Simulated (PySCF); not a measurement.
dimethylamine (C$_{2}$H$_{7}$N), singlet, geometry from GFN2-xTB, with bond 8-3 at 1.8 times its length; CASSCF(2,3)/6-31G run with PySCF.

Input for PySCF:
```python
from pyscf import gto, scf, mcscf
import numpy

mol = gto.Mole()
mol.atom = '''
    C    -0.035698   -0.198129    1.208851
    N    -0.011543    0.580847   -0.011457
    C    -0.031279   -0.245558   -1.200238
    H     0.794952   -0.917191    1.288671
    H     0.001605    0.476314    2.062425
    H    -0.972338   -0.755371    1.245980
    H     0.817452    1.168720   -0.021510
    H     1.464314   -1.544413   -1.287376
    H     0.009203    0.394768   -2.079554
    H    -0.967817   -0.803897   -1.218841
'''
mol.basis = '6-31g'
mol.charge = 0
mol.spin = 0
mol.verbose = 4
mol.build()

mf = scf.RHF(mol)
mf.kernel()
mc = mcscf.CASSCF(mf, 3, 2)
mc.fix_spin_(ss=0.0)
mc.kernel()
occ = numpy.linalg.eigvalsh(mc.fcisolver.make_rdm1(mc.ci, mc.ncas, mc.nelecas))[::-1]
ss = mc.fcisolver.spin_square(mc.ci, mc.ncas, mc.nelecas)[0]
print('natural occupations', occ.round(4), ' <S^2>', round(ss, 4))
```

Output, abridged:

```
PySCF version 2.14.0

[INPUT] verbose = 4
[INPUT] num. atoms = 10
[INPUT] num. electrons = 26
[INPUT] charge = 0
[INPUT] spin (= nelec alpha-beta = 2S) = 0
[INPUT] symmetry False subgroup None
[INPUT] Mole.unit = angstrom
[INPUT] Symbol           X                Y                Z      unit          X                Y                Z       unit  Magmom
[...]
nuclear repulsion = 82.3484675222017
number of shells = 29
number of NR pGTOs = 94
number of NR cGTOs = 41
basis = 6-31g
ecp = {}

******** <class 'pyscf.scf.hf.RHF'> ********
method = RHF
initial guess = minao
damping factor = 0
level_shift factor = 0
DIIS = <class 'pyscf.scf.diis.CDIIS'>
diis_start_cycle = 1
diis_space = 8
diis_damp = 0
SCF conv_tol = 1e-09
SCF conv_tol_grad = None
SCF max_cycles = 50
direct_scf = True
direct_scf_tol = 1e-13
Set gradient conv threshold to 3.16228e-05
Initial guess from minao.
init E= -134.174512202821
[...]
cycle= 1 E= -134.006020277038  delta_E= 0.168  |g|= 0.313  |ddm|= 2.49
[...]
cycle= 2 E= -134.039878000344  delta_E= -0.0339  |g|= 0.139  |ddm|= 0.524
[...]
cycle= 3 E= -134.045595715051  delta_E= -0.00572  |g|= 0.0411  |ddm|= 0.144
[...]
cycle= 4 E= -134.046407277729  delta_E= -0.000812  |g|= 0.0108  |ddm|= 0.0718
[...]
cycle= 5 E= -134.046476854109  delta_E= -6.96e-05  |g|= 0.00432  |ddm|= 0.0197
[...]
cycle= 6 E= -134.046493555418  delta_E= -1.67e-05  |g|= 0.00136  |ddm|= 0.0123
[...]
cycle= 7 E= -134.046494761886  delta_E= -1.21e-06  |g|= 0.000387  |ddm|= 0.00345
[...]
cycle= 8 E= -134.046494836289  delta_E= -7.44e-08  |g|= 8.14e-05  |ddm|= 0.000667
[...]
cycle= 9 E= -134.04649484053  delta_E= -4.24e-09  |g|= 1.43e-05  |ddm|= 0.000192
[...]
cycle= 10 E= -134.046494840689  delta_E= -1.59e-10  |g|= 2.61e-06  |ddm|= 4.24e-05
[...]
Extra cycle  E= -134.046494840695  delta_E= -5.51e-12  |g|= 1.21e-06  |ddm|= 6.04e-06
converged SCF energy = -134.046494840695

******** <class 'pyscf.mcscf.mc1step.CASSCF'> ********
CAS (1e+1e, 3o), ncore = 12, nvir = 26
max_cycle_macro = 50
max_cycle_micro = 4
conv_tol = 1e-07
conv_tol_grad = None
orbital rotation max_stepsize = 0.02
orbital rotation threshold for CI restart = 0.01
augmented hessian ah_max_cycle = 30
augmented hessian ah_conv_tol = 1e-12
augmented hessian ah_linear dependence = 1e-14
augmented hessian ah_level shift = 1e-08
augmented hessian ah_start_tol = 2.5
augmented hessian ah_start_cycle = 3
augmented hessian ah_grad_trust_region = 3
kf_trust_region = 3
kf_interval = 4
ci_response_space = 4
ci_grad_trust_region = 3
with_dep4 0
natorb = False
canonicalization = True
sorting_mo_energy = False
ao2mo_level = 2
internal_rotation = False
******** <class 'pyscf.fci.addons.SpinPenaltyFCISolver'> ********
max. cycles = 50
conv_tol = 1e-08
davidson only = True
linear dependence = 1e-12
level shift = 0.001
max iter space = 12
nroots = 1
pspace_size = 400
spin = None
CASCI E = -134.068996237397  S^2 = 0.0000000
Set conv_tol_grad to 0.000316228
macro iter   1 ( 21 JK    4 micro), CASSCF E = -134.085246465545  dE = -1.62502281e-02  S^2 = 0.0000000
               |grad[o]|=0.0531  |grad[c]|=0.0188  |ddm|=0.0957  |maxRot[o]|=0.159
macro iter   2 ( 20 JK    4 micro), CASSCF E = -134.093449987113  dE = -8.20352157e-03  S^2 = 0.0000000
               |grad[o]|=0.0371  |grad[c]|=0.00697  |ddm|=0.0349  |maxRot[o]|=0.189
macro iter   3 ( 21 JK    4 micro), CASSCF E = -134.094995026901  dE = -1.54503979e-03  S^2 = 0.0000000
               |grad[o]|=0.014  |grad[c]|=0.00499  |ddm|=0.00686  |maxRot[o]|=0.277
macro iter   4 ( 21 JK    4 micro), CASSCF E = -134.095408960567  dE = -4.13933665e-04  S^2 = 0.0000000
               |grad[o]|=0.0049  |grad[c]|=0.000694  |ddm|=0.00271  |maxRot[o]|=0.295
macro iter   5 ( 15 JK    3 micro), CASSCF E = -134.095430601122  dE = -2.16405551e-05  S^2 = 0.0000000
               |grad[o]|=0.00167  |grad[c]|=7.32e-05  |ddm|=0.00104  |maxRot[o]|=0.0347
macro iter   6 (  3 JK    1 micro), CASSCF E = -134.095430624027  dE = -2.29049988e-08  S^2 = 0.0000000
               |grad[o]|=6.07e-05  |grad[c]|=2.44e-05  |ddm|=3.55e-05  |maxRot[o]|=0.000396
1-step CASSCF converged in   6 macro (101 JK  20 micro) steps
CASSCF canonicalization
Density matrix diagonal elements [1.81361774 0.18350458 0.00287769]
CASSCF energy = -134.095430624027
CASCI E = -134.095430624027  E(CI) = -1.23766773860183  S^2 = 0.0000000
natural occupations [1.8166e+00 1.8280e-01 6.0000e-04]  <S^2> 0.0
```
